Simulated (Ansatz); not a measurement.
Name a neutral molecule of Al, N, O, Si and H with HOMO–LUMO gap (PBE/def2-TZVPP) between 3.15 and 3.45 eV and HOMO–LUMO gap (PBE0/def2-TZVPP) between 5.05 and 5.35 eV (Ansatz, PBE0-D4/def2-TZVP geometry).

`N[SiH]1[NH][Al]1[OH]` (3.44 eV, 5.24 eV). Other molecules can fit too; these were computed, each in one conformer that needn't be the lowest.
